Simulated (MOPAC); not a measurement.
MOPAC input (AM1):

```
AM1 PRECISE GNORM=0.05 LET XYZ CHARGE=-1 GEO-OK AUX(PRECISION=9) THREADS=1
H4NO3Si

N    -0.27340700 1   -0.50829200 1    1.63165400 1
Si   -0.04455500 1   -0.01684000 1    0.07924600 1
O     1.55635500 1   -0.41356800 1   -0.30513600 1
O    -0.24018300 1    1.61989000 1   -0.30230800 1
O    -0.95616600 1   -0.64786400 1   -1.19874900 1
H    -1.19982300 1   -0.39948400 1    2.02912700 1
H     1.91272200 1   -0.78219000 1    0.51017200 1
H    -0.09603700 1    2.11366300 1    0.50908200 1
H    -0.95929200 1   -1.60584500 1   -1.12986000 1
```

Output:

```
 *******************************************************************************
 **                                                                           **
 **                              MOPAC v23.2.5                                **
 **                                                                           **
 *******************************************************************************
 ** MOPAC's Digital Object Identifier: https://doi.org/10.5281/zenodo.6511958 **
 **                                                                           **
 ** Please cite the open-source release paper for use of this MOPAC version:  **
 ** J. E. Moussa and J. J. P. Stewart (2026)                                  **
 ** MOPAC: An open-source semiempirical molecular orbital program             **
 ** J. Open Source Softw., 11(119), 8025, https://doi.org/10.21105/joss.08025 **
 *******************************************************************************

                              AM1 CALCULATION RESULTS

 *******************************************************************************
 *  AM1        - The AM1 Hamiltonian to be used
 *  GEO-OK     - OVERRIDE INTERATOMIC DISTANCE AND OTHER SAFETY CHECKS
 *
 *
 *
 *                 CHARGE ON SYSTEM = -1
 *
 *
 *
 *  LET        - OVERRIDE SOME SAFETY CHECKS
 *  PRECISE    - TIGHTER CRITERIA TO BE USED
 *  XYZ        - CARTESIAN COORDINATE SYSTEM TO BE USED
 *  GNORM      - EXIT WHEN GRADIENT NORM DROPS BELOW 0.050
 *  AUX        - OUTPUT AUXILIARY INFORMATION
 *******************************************************************************
AM1 PRECISE GNORM=0.05 LET XYZ CHARGE=-1 GEO-OK AUX(PRECISION=9) THREADS=1
 H4NO3Si

   ATOM   CHEMICAL          X               Y               Z
  NUMBER   SYMBOL      (ANGSTROMS)     (ANGSTROMS)     (ANGSTROMS)

     1       N         -0.27340700  *  -0.50829200  *   1.63165400  *
     2      Si         -0.04455500  *  -0.01684000  *   0.07924600  *
     3       O          1.55635500  *  -0.41356800  *  -0.30513600  *
     4       O         -0.24018300  *   1.61989000  *  -0.30230800  *
     5       O         -0.95616600  *  -0.64786400  *  -1.19874900  *
     6       H         -1.19982300  *  -0.39948400  *   2.02912700  *
     7       H          1.91272200  *  -0.78219000  *   0.51017200  *
     8       H         -0.09603700  *   2.11366300  *   0.50908200  *
     9       H         -0.95929200  *  -1.60584500  *  -1.12986000  *

          CARTESIAN COORDINATES

    NO.       ATOM           X           Y           Z

     1         N         -0.2734     -0.5083      1.6317
     2        Si         -0.0446     -0.0168      0.0792
     3         O          1.5564     -0.4136     -0.3051
     4         O         -0.2402      1.6199     -0.3023
     5         O         -0.9562     -0.6479     -1.1987
     6         H         -1.1998     -0.3995      2.0291
     7         H          1.9127     -0.7822      0.5102
     8         H         -0.0960      2.1137      0.5091
     9         H         -0.9593     -1.6058     -1.1299
[...]
 AM1 PRECISE GNORM=0.05 LET XYZ CHARGE=-1 GEO-OK AUX(PRECISION=9) THREADS=1
 H4NO3Si

     GEOMETRY OPTIMISED USING EIGENVECTOR FOLLOWING (EF).
     SCF FIELD WAS ACHIEVED

                              AM1 CALCULATION
                                                       MOPAC v23.2.5 Linux

          FINAL HEAT OF FORMATION =       -240.88680 KCAL/MOL =   -1007.87037 KJ/MOL

          COSMO AREA              =        112.10 SQUARE ANGSTROMS
          COSMO VOLUME            =         99.32 CUBIC ANGSTROMS

          GRADIENT NORM           =          0.04786          =       0.01595 PER ATOM
          IONIZATION POTENTIAL    =          3.610867 EV
          HOMO LUMO ENERGIES (EV) =         -3.611  7.500
          NO. OF FILLED LEVELS    =         16
          MOLECULAR WEIGHT        =         94.1220         POINT GROUP:  C1

          MOLECULAR DIMENSIONS (Angstroms)

            Atom       Atom       Distance
            H     7    H     6     4.42736
            H     8    H     9     3.74848
            H     9    O     3     2.09361

          SCF CALCULATIONS        =        117

   ATOM   CHEMICAL          X               Y               Z
  NUMBER   SYMBOL      (ANGSTROMS)     (ANGSTROMS)     (ANGSTROMS)

     1       N         -0.62317568  *  -0.25554492  *   1.74731426  *
     2      Si         -0.12694343  *  -0.13487684  *   0.26980465  *
     3       O          1.50958155  *  -0.56897058  *  -0.29768812  *
     4       O          0.11576670  *   1.55762032  *  -0.27379576  *
     5       O         -0.97556247  *  -0.85130300  *  -1.13048990  *
     6       H         -1.12595624  *  -0.84588841  *   2.31605473  *
     7       H          1.94015258  *   0.16506168  *  -0.71354780  *
     8       H         -0.13884464  *   2.20088357  *   0.37009798  *
     9       H         -0.43353097  *  -0.83522972  *  -1.90639534  *

                             CARTESIAN COORDINATES

   1    N       -0.623175677    -0.255544919     1.747314264
   2   Si       -0.126943426    -0.134876842     0.269804654
   3    O        1.509581548    -0.568970584    -0.297688117
   4    O        0.115766703     1.557620317    -0.273795757
   5    O       -0.975562474    -0.851302996    -1.130489899
   6    H       -1.125956240    -0.845888407     2.316054726
   7    H        1.940152578     0.165061685    -0.713547799
   8    H       -0.138844641     2.200883573     0.370097977
   9    H       -0.433530969    -0.835229716    -1.906395342

           Empirical Formula: H4 N O3 Si  =     9 atoms

      MOLECULAR POINT GROUP   :   C1

                  EIGENVALUES
 -30.32546 -29.74517 -29.25672 -24.24553 -12.49188 -12.04816 -11.79610 -10.63109
  -8.67519  -8.03433  -7.81365  -6.59108  -6.46933  -6.31888  -3.91522  -3.61087
   7.50012   7.66376   7.96878   8.89178  11.22352  11.45011  11.56669  12.59617

              NET ATOMIC CHARGES AND DIPOLE CONTRIBUTIONS

  ATOM NO.   TYPE          CHARGE      No. of ELECS.   s-Pop       p-Pop
    1          N          -1.065225        6.0652     1.63948     4.42574
    2         Si           1.510487        2.4895     0.72722     1.76230
    3          O          -0.717063        6.7171     1.86735     4.84971
    4          O          -0.715130        6.7151     1.86822     4.84691
    5          O          -0.706849        6.7068     1.86757     4.83928
    6          H           0.151982        0.8480     0.84802
    7          H           0.183915        0.8161     0.81608
    8          H           0.179083        0.8209     0.82092
    9          H           0.178799        0.8212     0.82120
 DIPOLE           X         Y         Z       TOTAL
 POINT-CHG.     0.298     0.304    -1.188     1.262
 HYBRID         0.048     0.359    -0.012     0.362
 SUM            0.346     0.663    -1.199     1.413

          ATOMIC ORBITAL ELECTRON POPULATIONS

     Atom    s        px        py        pz
    1  N   1.63948   1.58817   1.53378   1.30380
    2 Si   0.72722   0.60722   0.60039   0.55469
    3  O   1.86735   1.58506   1.47312   1.79154
    4  O   1.86822   1.88324   1.41185   1.55183
    5  O   1.86757   1.60699   1.89609   1.33620
    6  H   0.84802
    7  H   0.81608
    8  H   0.82092
    9  H   0.82120

 **********************
 *                    *
 * JOB ENDED NORMALLY *
 *                    *
 **********************

 == MOPAC DONE ==
```

The dipole moment of an ion depends on the origin.

The geometry given is a B3LYP-D3(BJ)/def2-TZVP minimum.
